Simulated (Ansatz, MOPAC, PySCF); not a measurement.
Two conformers of C7H10S (SMILES CCCc1ccsc1), B3LYP-D3(BJ)/def2-TZVP minima.
Conformer 1 (charge 0, multiplicity 1, Z-matrix in Å and degrees):
```
C
C 1 1.3670
H 2 1.0780 1 127.41
C 1 1.4289 2 111.32 3 179.71
C 4 1.3634 1 113.26 2 0.03
H 5 1.0775 4 128.17 1 179.53
H 4 1.0813 5 123.22 6 -0.20
C 1 1.5015 2 124.84 3 1.41
H 8 1.0930 1 109.29 2 -11.81
H 8 1.0940 9 106.61 1 118.01
C 8 1.5371 9 109.20 10 117.56
H 11 1.0937 8 108.51 9 -63.00
H 11 1.0939 12 106.38 8 117.25
C 11 1.5251 12 109.78 13 118.50
H 14 1.0910 11 111.15 12 -178.33
H 14 1.0913 15 108.01 11 -122.23
H 14 1.0931 15 107.60 16 -116.11
S 5 1.7187 6 120.35 4 179.50
```
Conformer 2 (charge 0, multiplicity 1):
```xyz
18

C     -2.77987    -0.38048    -0.38204
C     -1.27824    -0.29097    -0.63338
C     -0.51359     0.29216     0.56208
C      0.96739     0.37142     0.33348
C      1.82943    -0.76699     0.28698
C      3.13033    -0.44743     0.03327
S      3.33607     1.24822    -0.15623
C      1.65979     1.52897     0.10896
H     -3.20392     0.60550    -0.17680
H     -3.30378    -0.79471    -1.24517
H     -2.99783    -1.01842     0.47801
H     -0.88055    -1.28315    -0.86431
H     -1.08089     0.32797    -1.51297
H     -0.90182     1.28925     0.78525
H     -0.71432    -0.32285     1.44570
H      1.48765    -1.78105     0.44234
H      3.97558    -1.11084    -0.04684
H      1.26856     2.53341     0.08805
```

No zero-point or thermal terms.

Rows in 6-31G* carry no dispersion term and start afresh at each structure (6-31G* with six Cartesian d functions). The state that PM3 reach isn't checked.

Programs: Ansatz (a program for electronic structure) with Gaussian orbitals; MOPAC for PM3 (differences of heats of formation); PySCF for 6-31G* rows, the dispersion terms. 

**Question.** One of these levels gives 0.19 kcal/mol for the electronic energy of conformer 2 less that of conformer 1. Which one is it?
A) BP86/6-31G*
B) PBE-D3(BJ)/def2-TZVPP
C) PM3

**Answer.** B, PBE-D3(BJ)/def2-TZVPP. The others give -0.66 (PM3), -0.29 (BP86/6-31G*)
